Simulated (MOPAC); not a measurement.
Job for MOPAC: PM6 on H5NSe (a complex), monomers drawn apart or pushed together.

```
PM6 1SCF PRECISE CHARGE=0 THREADS=1
H5NSe

N     -0.06812484 1    -0.19824362 1     0.01565491 1
H     -0.97935394 1    -0.30565649 1    -0.41507422 1
H      0.38346057 1     0.60051671 1    -0.41481351 1
H      0.47875980 1    -1.02166890 1    -0.20822339 1
Se    -0.51987817 1     0.40578346 1     5.31869532 1
H      0.80789199 1     1.02548844 1     5.43987658 1
H     -0.36938227 1     0.25314157 1     3.84727045 1
```

It printed:

```
*******************************************************************************
 **                                                                           **
 **                              MOPAC v23.2.5                                **
 **                                                                           **
 *******************************************************************************
 ** MOPAC's Digital Object Identifier: https://doi.org/10.5281/zenodo.6511958 **
 **                                                                           **
 ** Please cite the open-source release paper for use of this MOPAC version:  **
 ** J. E. Moussa and J. J. P. Stewart (2026)                                  **
 ** MOPAC: An open-source semiempirical molecular orbital program             **
 ** J. Open Source Softw., 11(119), 8025, https://doi.org/10.21105/joss.08025 **
 *******************************************************************************

                              PM6 CALCULATION RESULTS

 *******************************************************************************
 *  PM6        - The PM6 Hamiltonian to be used
 *
 *
 *
 *                 CHARGE ON SYSTEM = 0
 *
 *
 *
 *  PRECISE    - TIGHTER CRITERIA TO BE USED
 *  1SCF       - DO 1 SCF AND THEN STOP
 *  THREADS=1  - MULTI-THREADING NOT USED
 *  T=         - A TIME OF 172800.0 SECONDS REQUESTED
 *  DUMP=N     - RESTART FILE WRITTEN EVERY 7200.0 SECONDS REQUESTED
 *******************************************************************************
PM6 1SCF PRECISE CHARGE=0 THREADS=1
 H5NSe

   ATOM   CHEMICAL          X               Y               Z
  NUMBER   SYMBOL      (ANGSTROMS)     (ANGSTROMS)     (ANGSTROMS)

     1       N         -0.06812484  *  -0.19824362  *   0.01565491  *
     2       H         -0.97935394  *  -0.30565649  *  -0.41507422  *
     3       H          0.38346057  *   0.60051671  *  -0.41481351  *
     4       H          0.47875980  *  -1.02166890  *  -0.20822339  *
     5      Se         -0.51987817  *   0.40578346  *   5.31869532  *
     6       H          0.80789199  *   1.02548844  *   5.43987658  *
     7       H         -0.36938227  *   0.25314157  *   3.84727045  *



          CARTESIAN COORDINATES

    NO.       ATOM           X           Y           Z

     1         N         -0.0681     -0.1982      0.0157
     2         H         -0.9794     -0.3057     -0.4151
     3         H          0.3835      0.6005     -0.4148
     4         H          0.4788     -1.0217     -0.2082
     5        Se         -0.5199      0.4058      5.3187
     6         H          0.8079      1.0255      5.4399
     7         H         -0.3694      0.2531      3.8473

 General Reference for PM6:
 "Optimization of Parameters for Semiempirical Methods V: Modification of NDDO Approximations
 and Application to 70 Elements", J. J. P. Stewart, J. Mol. Mod., 13, 1173-1213 (2007)
 URL: https://link.springer.com/article/10.1007/s00894-007-0233-4

           Empirical Formula: H5 N Se  =     7 atoms



      MOLECULAR POINT GROUP   :   C1


      RHF CALCULATION, NO. OF DOUBLY OCCUPIED LEVELS = 8


 -------------------------------------------------------------------------------
 PM6 1SCF PRECISE CHARGE=0 THREADS=1
 H5NSe



     1SCF WAS SPECIFIED, SO BFGS WAS NOT USED
     SCF FIELD WAS ACHIEVED


                              PM6 CALCULATION
                                                       MOPAC v23.2.5 Linux




          FINAL HEAT OF FORMATION =         -6.46885 KCAL/MOL =     -27.06565 KJ/MOL


          COSMO AREA              =        113.77 SQUARE ANGSTROMS
          COSMO VOLUME            =         82.69 CUBIC ANGSTROMS

          IONIZATION POTENTIAL    =          8.533439 EV
          HOMO LUMO ENERGIES (EV) =         -8.533  1.659
          NO. OF FILLED LEVELS    =          8
          MOLECULAR WEIGHT        =         98.0062         POINT GROUP:  C1

          MOLECULAR DIMENSIONS (Angstroms)

            Atom       Atom       Distance
            H     6    H     2     6.26471
           Se     5    H     3     2.85123
            H     3    H     4     1.46763


          SCF CALCULATIONS        =          1





   ATOM   CHEMICAL          X               Y               Z
  NUMBER   SYMBOL      (ANGSTROMS)     (ANGSTROMS)     (ANGSTROMS)

     1       N         -0.06812484  *  -0.19824362  *   0.01565491  *
     2       H         -0.97935394  *  -0.30565649  *  -0.41507422  *
     3       H          0.38346057  *   0.60051671  *  -0.41481351  *
     4       H          0.47875980  *  -1.02166890  *  -0.20822339  *
     5      Se         -0.51987817  *   0.40578346  *   5.31869532  *
     6       H          0.80789199  *   1.02548844  *   5.43987658  *
     7       H         -0.36938227  *   0.25314157  *   3.84727045  *

                             CARTESIAN COORDINATES

   1    N       -0.068124840    -0.198243620     0.015654910
   2    H       -0.979353940    -0.305656490    -0.415074220
   3    H        0.383460570     0.600516710    -0.414813510
   4    H        0.478759800    -1.021668900    -0.208223390
   5   Se       -0.519878170     0.405783460     5.318695320
   6    H        0.807891990     1.025488440     5.439876580
   7    H       -0.369382270     0.253141570     3.847270450


           Empirical Formula: H5 N Se  =     7 atoms



      MOLECULAR POINT GROUP   :   C1


                  EIGENVALUES
 -31.00150 -23.26997 -16.27211 -16.26002 -13.53372 -13.23168 -10.26970  -8.53344
   1.65898   2.54052   4.20192   6.61704   6.62317


              NET ATOMIC CHARGES AND DIPOLE CONTRIBUTIONS

  ATOM NO.   TYPE          CHARGE      No. of ELECS.   s-Pop       p-Pop
    1          N          -0.603950        5.6040     1.59039     4.01356
    2          H           0.201842        0.7982     0.79816
    3          H           0.200744        0.7993     0.79926
    4          H           0.201368        0.7986     0.79863
    5         Se          -0.159395        6.1594     1.98626     4.17313
    6          H           0.068328        0.9317     0.93167
    7          H           0.091062        0.9089     0.90894
 DIPOLE           X         Y         Z       TOTAL
 POINT-CHG.     0.583     0.006    -1.653     1.753
 HYBRID         0.558     0.001    -1.607     1.701
 SUM            1.141     0.007    -3.260     3.454


          ATOMIC ORBITAL ELECTRON POPULATIONS

     Atom    s        px        py        pz
    1  N   1.59039   1.17583   1.17902   1.65870
    2  H   0.79816
    3  H   0.79926
    4  H   0.79863
    5 Se   1.98626   1.22040   1.83235   1.12038
    6  H   0.93167
    7  H   0.90894

 **********************
 *                    *
 * JOB ENDED NORMALLY *
 *                    *
 **********************




 == MOPAC DONE ==
```

The run finished.

Cost: roughly 0.03 core-seconds.
